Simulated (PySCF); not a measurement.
# [Gd(S2)2]− at several levels of theory

Computed with PySCF 2.14.0 (density fitting, no spin-orbit coupling) at the geometry relaxed with B3LYP:

```xyz
5
[Gd(S2)2]− (singlet in the valence; each metal's 4f electrons, 7 of them, lie in its core potential, out of spins and levels)
Gd    0.0000    0.0000    0.0000
S     0.7822    0.7822    2.3972
S    -0.7822   -0.7822    2.3972
S     0.7822   -0.7822   -2.3972
S    -0.7822    0.7822   -2.3972
```

| level | basis | state | HOMO (eV) | gap (eV) | charge on Gd1 (e) | population of f-type functions on Gd1 (polarisation alone where 4f lies in the core) | dipole about the centre of mass (D) | largest force component (eV/Å) |
| --- | --- | --- | --- | --- | --- | --- | --- | --- |
| B3LYP | Gd lcecp-1-SVP with ECP53, S def2-SVP | singlet | -1.15 | 2.88 | 0.62 | 0.04 | 0.00 | 0.01 |
| BP86 | the same | singlet | -0.43 | 1.68 | 0.54 | 0.04 | 0.00 | 0.03 |
| M06-L | the same | singlet | -0.49 | 2.64 | 0.97 | 0.04 | 0.00 | 0.39 |
| TPSS | the same | singlet | -0.47 | 2.00 | 0.71 | 0.04 | 0.00 | 0.04 |
| CAM-B3LYP | the same | singlet | -2.60 | 5.30 | 0.66 | 0.05 | 0.00 | 0.24 |

In the lcecp rows the 4f levels are missing from HOMO and gap, and the state counts the valence alone.

Charges are Mulliken's, which hang on the basis. The relaxation used the grid (50, 194), these runs (75, 302) or, all-electron (x2c bases, spin-free X2C Hamiltonian), (99, 590).

What does B3LYP with Gd lcecp-1-TZVP with ECP53, S def2-TZVP give here?

state singlet, HOMO (eV) -1.48, gap (eV) 3.03, charge on Gd1 (e) 1.11, population of f-type functions on Gd1 (polarisation alone where 4f lies in the core) 0.05, dipole about the centre of mass (D) 0.00, largest force component (eV/Å) 0.31. Time: 12 s on 2 threads of Intel(R) Xeon(R) 6975P-C (Granite Rapids), with other jobs on the host, from free ions and atoms.

In the first row's basis the gap widens with exact exchange: 1.7 to 2.6 eV for BP86, TPSS, M06-L (none); 2.9 eV for B3LYP (a fixed share); 5.3 eV for CAM-B3LYP (rising or full at long range).

An lcecp potential fixes the number of 4f electrons, so in runs with it no electron can move into or out of that shell.
